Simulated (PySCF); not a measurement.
BH3N, SMILES N[BH] (connectivity only; charge and spin as stated), charge +1, multiplicity 1. Coordinates come from a TPSSh-D3(BJ)/def2-TZVP optimisation. The multiplicity is an assumed one; other spin states were not compared. The isomer is the one that the SMILES or the coordinates give; other isomers of the formula were not compared.

TDDFT-LC-ωPBE/def2-TZVPD (PySCF) puts the lowest singlet excitations at 5.95, 9.22, 9.40, 10.34, 11.20, 12.23 eV.

Task: What are the lowest excitation roots from PySCF with ADC(2)/aug-cc-pVDZ? (Estimate from the structure and the level; the computed values follow.)

Result: 5.88, 9.08, 9.74, 9.93, 11.66, 11.78 eV. S1 differs by -0.07 eV (second minus first; roots are paired by order, and the bases may differ).
